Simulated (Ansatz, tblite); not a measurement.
Cost and result up the ladder for Cd6O6 (the lowest singlet isomer of a short search) (12 atoms). Total charge 0; singlet. Geometry: PBE0-D4/def2-SVP.

```csv
atom,x (Å),y (Å),z (Å)
Cd1,1.2707,-0.4684,-1.0358
Cd2,-1.0943,1.8693,0.8724
Cd3,-2.1918,-0.9470,0.0341
Cd4,0.8828,-3.2085,-0.9487
Cd5,0.8116,3.4022,-0.3009
Cd6,-0.0338,-1.7525,2.3274
O7,2.1576,1.4891,-0.6108
O8,1.9829,1.4025,0.8089
O9,-1.2326,-2.1472,-1.3390
O10,-0.6758,-0.9107,-1.8705
O11,-2.7131,0.6671,1.0598
O12,0.8359,0.6040,1.0032
```

Ansatz on 4 threads of AMD EPYC 9R45 on a shared host; xTB runs through tblite on one thread. Times are rough, summed over both states, and most runs start from the orbitals of an earlier one. No level here is sound enough to serve as a yardstick. The other state is a triplet.

In the def2 sets Cd takes a core potential; there is no spin–orbit coupling. The xTB rows come from tblite. The structure holds 3 bonds between oxygen atoms, so isomers without such links may lie far lower. The structure comes from a short search, and lower isomers may exist.

xTB has no spin-polarisation term.

```tsv
level	functions	wall time	vertical triplet (eV)	remarks
GFN1-xTB	48	0.018 s	1.87	–
GFN2-xTB	48	0.02 s	2.22	–
PBE-D4/def2-SVP	270	11 s	1.41	restricted SCF unstable in HF (singlet)
PBE0-D4/def2-SVP	270	23 s	1.89	restricted SCF unstable in HF (singlet)
```
